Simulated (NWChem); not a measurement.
PH, triplet; SMILES [PH]

Computed with NWChem. Spin-unrestricted. The geometry was optimised at PBE0/def2-SVP, spin-unrestricted. No stability test was run on the SCF state. Level TPSS/def2-SVP: single points from the atomic guess with DIIS by default; each run changes one setting, and all converged runs end within 0.3 mHa of each other.

```csv
setting,SCF iterations
defaults,7
DIIS on 20 Fock matrices,7
core-Hamiltonian guess,8
DIIS on 3 Fock matrices,7
no level shifting,7
level shift of 0.5 Ha throughout,10
```
